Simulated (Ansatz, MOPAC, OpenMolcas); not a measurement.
A ladder of methods for C3H9B (trimethylborane)

C3H9B, singlet, SMILES `CB(C)C`. Each level relaxes the structure for itself.

Quantity: the highest harmonic wavenumber at each level's own minimum, in cm⁻¹. The values are calculated.

| level | kind | program | value (cm⁻¹) |
| --- | --- | --- | --- |
| AM1 | semi-empirical | MOPAC | 3173 |
| MNDO | semi-empirical | MOPAC | 3329 |
| PM3 | semi-empirical | MOPAC | 3183 |
| PM6-D3H4 | semi-empirical | MOPAC | 2845 |
| HF/STO-3G | Hartree–Fock | Ansatz | 3747 |
| HF/3-21G | Hartree–Fock | Ansatz | 3237 |
| HF/6-31G* (Cartesian functions) | Hartree–Fock | OpenMolcas | 3253 |
| B3LYP/6-31G* (Cartesian functions) | global hybrid | Ansatz | 3107 |
| MP2/6-31G* (Cartesian functions) | perturbation theory | Ansatz | 3194 |

Harmonic and unscaled. The values span 2845 to 3747 cm⁻¹. Without the sets that lack polarisation functions the rows with a basis span only 3107 to 3253 cm⁻¹.
